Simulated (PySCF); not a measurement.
Te³⁺ (tellurium, charge +3) across methods

[Kr] 4d10 5s2 5p1, 2P determinant. Calculation: PySCF 2.14, in aug-cc-pVTZ-DK3 (8s7p5d2f, 68 functions); scalar relativity by spin-free X2C-1e.

```csv
method,E (hartree),mean ε 5s α (eV),mean ε 5s β (eV),mean ε 5p α (eV),Σ⟨r²⟩ (bohr²),⟨S²⟩
PBE0,-6791.08,-44.469,-43.197,-33.340,32.81,0.752
LDA,-6785.03,-43.422,-42.661,-32.175,32.73,0.751
PBE,-6791.01,-43.018,-42.142,-32.047,32.79,0.751
MN15,-6796.17,-45.409,-44.214,-34.266,32.71,0.752
M06-L,-6791.32,-42.847,-41.951,-31.862,32.79,0.751
PW91,-6791.96,-43.136,-42.257,-32.127,32.77,0.751
UHF,-6788.64389,-47.833,-45.202,-36.445,33.13,0.757
BP86,-6792.20,-43.211,-42.375,-32.181,32.73,0.751
r2SCAN,-6791.42,-43.350,-42.211,-32.452,32.80,0.753
```
